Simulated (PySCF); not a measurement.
ClH2InS2, SMILES [Cl][In]([SH])[SH]. Atoms are numbered in the order given.

```xyz
6

In     0.0000     0.0000    -0.0056
Cl     0.0000     0.0000     2.3513
S      0.0000     2.1519    -1.0947
H      0.0000     1.6034    -2.3337
S      0.0000    -2.1519    -1.0947
H      0.0000    -1.6034    -2.3337
```
Charge 0, spin multiplicity 1.

The structure is a stationary point at B3LYP-D3(BJ)/def2-SVP. The def2 effective core potentials stand for the cores of In; spin–orbit coupling is left out. Other conformers were not sampled.

The numbers are results of C-PCM-ωB97X/def2-SVP in PySCF, not measurements.

The values are the electrostatic part of the solvation free energy, E(continuum) − E(gas) at the gas-phase geometry, in a cavity of scaled van der Waals radii (PySCF's table); cavitation and dispersion terms are not included. A continuum can't describe solvent molecules that bind to the metal. In vacuum the orbital gap is 9.82 eV. The dipole moment in vacuum is 3.10 D.

```tsv
solvent	ε	ΔG(elec) (kcal/mol)	dipole (D)	gap (eV)
water	78.36	-9.8	4.22	9.90
acetonitrile	35.69	-9.6	4.20	9.90
N,N-dimethylformamide	37.22	-9.6	4.20	9.90
```
